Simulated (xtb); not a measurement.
C₄H₁₂Si₂, SMILES CC[SiH2]/C=C/[SiH3]. All values are semi-empirical tight-binding results from xtb (GFN2-xTB unless named), good for trends rather than for accurate numbers. Coordinates come from a GFN2-xTB optimisation. The structure was generated by enumeration; whether it is a known compound was not checked. One conformer was computed; it need not be the lowest.

Computed properties:
```yaml
orbital_gap: 3.55 eV
dipole_moment: 0.32 D
zero_point_energy: 85.6 kcal/mol
G − E(el) at 298.15 K (modified RRHO): 62.8 kcal/mol
static polarisability (D4 model): 107.0 bohr³
solvation energy, GFN2-xTB/ALPB(water): 0.5 kcal/mol
solvation energy, GFN2-xTB/ALPB(hexane): -4.2 kcal/mol
```
